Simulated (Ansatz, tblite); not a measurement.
Forces on the cluster Cu₂Br at its PBE0-D4/def2-TZVP geometry. The state is a doublet with charge 0.

The xTB rows come from tblite. Another isomer (doublet) lies 0.60 eV lower at PBE0-D4/def2-TZVP; other spin states weren't run for this one.

GFN1-xTB (tblite), largest force 0.24 eV/Å:

```xyz
3
positions Å, forces eV/Å
Cu    0.913    1.983   -0.807   -0.102   -0.214    0.041
Cu   -0.886   -1.945    0.923    0.081    0.185   -0.134
Br   -0.027   -0.038   -0.115    0.021    0.029    0.093
```

GFN2-xTB (tblite), largest force 0.19 eV/Å:

```
Cu -0.079 -0.170 0.049
Cu 0.069 0.156 -0.094
Br 0.010 0.014 0.044
```

PBE-D4/def2-TZVP (Ansatz), largest force 0.10 eV/Å:

```
Cu -0.036 -0.080 0.045
Cu 0.040 0.087 -0.029
Br -0.004 -0.007 -0.016
```
